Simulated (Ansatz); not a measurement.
A series at Zr: from `[Cl][Zr]([Br])([Br])[Br]`, ligands are replaced one by one, each step taking up HCl and setting free HBr; n counts the steps. Ansatz, PBE0-D4/def2-TZVP geometries.

```json
{"n": "0", "molecule": "`[Cl][Zr]([Br])([Br])[Br]`", "HOMO energy, ωB97M-V/def2-TZVPP (eV)": "?"}
{"n": "1", "molecule": "`[Cl][Zr]([Cl])([Br])[Br]`", "HOMO energy, ωB97M-V/def2-TZVPP (eV)": "-11.15"}
{"n": "2", "molecule": "`[Cl][Zr]([Cl])([Cl])[Br]`", "HOMO energy, ωB97M-V/def2-TZVPP (eV)": "-11.39"}
{"n": "3", "molecule": "`[Cl][Zr]([Cl])([Cl])[Cl]`", "HOMO energy, ωB97M-V/def2-TZVPP (eV)": "-11.92"}
```

Q: By hand: fit a straight line y = ȳ + b (n − n̄) to the 3 given rows and predict n = 0.

A: n̄ = 2.000, ȳ = -11.487; Σ(n − n̄)(y − ȳ) = -0.770, Σ(n − n̄)² = 2.000, so b = -0.385 eV a step. Prediction: -11.487 + (-0.385) × (-2.000) = -10.72 eV.

Q: By hand: compare with the computed value, -11.03 eV, and give the steps along the whole series.

A: The line misses by -0.31 eV (computed minus predicted). Steps: -0.12, -0.24, -0.53 eV.

The steps grow at each stage, from -0.12 to -0.53 eV, so the series is curved and an end member is harder to predict than an inner one. The highest orbital can change its character along such a series. The miss is 34.8 % of the series' range.

Spin–orbit coupling is left out; it splits and shifts lone-pair levels of the heavy atoms by tenths of an eV.
